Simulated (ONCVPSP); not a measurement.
# Pseudopotential generation for tungsten (W): ONCV, PBE, scalar-relativistic.

ONCVPSP 4.0.1 input, shortened (lines: element, Z, core and valence counts, functional; n l f; lmax; l rc ep ncon nbas qcut; lloc lpopt rc5 dvloc0; l nproj debl; icmod fcfact rcfact), PBE, scalar-relativistic:

```
  W 74.00   10    4        4      upf
    1    0    2.00
    2    0    2.00
    2    1    6.00
    3    0    2.00
    3    1    6.00
    3    2   10.00
    4    0    2.00
    4    1    6.00
    4    2   10.00
    4    3   14.00
    5    0    2.00
    5    1    6.00
    5    2    4.00
    6    0    2.00
    2
    0    1.75    0.00    3    8    8.30
    1    1.60    0.00    4    7    9.40
    2    2.25    0.00    5   10    7.50
    4    4    1.30    2.00
    0    2    2.20
    1    3    1.20
    2    2    0.80
    3    5.75    1.65
```

In the p channel the program set the typed energies aside and used -1.588, 0.250, 1.450 Ha.

All-electron outer shells of the reference configuration (PBE, scalar-relativistic, ld1.x):

```csv
shell,level (eV),outermost node (bohr),outermost maximum (bohr)
5s,-79.07,0.53,0.96
5p,-43.20,0.57,1.09
4f,-33.21,–,0.43
6s,-5.71,1.28,2.67
5d,-4.48,0.63,1.49
```

(1) Estimate the cutoffs (Ha) at which the residual kinetic energy of the hardest occupied pseudo-wave falls to 1 and 0.1 mHa per electron.

(2) What does a ghost test show?

(3) Which valence shell sets the plane-wave cutoff?

(4) Tests: 5s2 5p6 5d4 6s1; 5s2 5p6 5d4 6s0; 5s2 5p6 5d3 6s0; 5s2 5p6 5d4 6s0 6p2. Which has the largest error in its energy relative to the reference configuration, and how large is it?

Answers

(1) 28 Ha and 33 Ha.

(2) No bound ghost flagged; no localised positive-energy state flagged.

(3) 5p: 28 Ha for 1 mHa per electron, against 22 Ha for 5s.

(4) 5s2 5p6 5d3 6s0, with -81 meV (all-electron minus pseudo) on +49.95 eV.
